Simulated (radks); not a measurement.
The numbers below are computed, except where a source is named.
Species: Cd2+. Configuration: [Kr] 4d10. Code: a radial shooting solver on a logarithmic mesh with Libxc functionals. Model: scalar-relativistic Kohn-Sham, SCAN, spin-polarised, spherical densities, finite nucleus; meta-GGA in the generalised Kohn-Sham scheme; Fermi nuclear charge, rms radius 4.6087 fm.

Normalised radial functions P(r) = r R(r), r in bohr:

```
   r/bohr * 4p (the largest magnitude, 1.17, reaches the edge; | marks zero)
 0.001384                             *
 0.002132                             *
 0.003258                             *
 0.004978                             *
 0.007607                             |*
  0.01162                             |*
   0.0179                             |  *
  0.02736                             |    *
  0.04181                             |       *
  0.06388                             |         *
  0.09761                             |      *
   0.1504                          *  |
   0.2298               *             |
   0.3511                    *        |
   0.5365                             |            *
   0.8198                             |                          *
    1.263                             |                 *
     1.93                             |    *
    2.948                             |*
    4.505                             *
    6.885                             *
```

4p: eigenvalue -87.974 eV, 2 radial nodes at r = 0.136, 0.431 bohr, <r> = 0.962 bohr, 90 % of the charge inside 1.42 bohr.
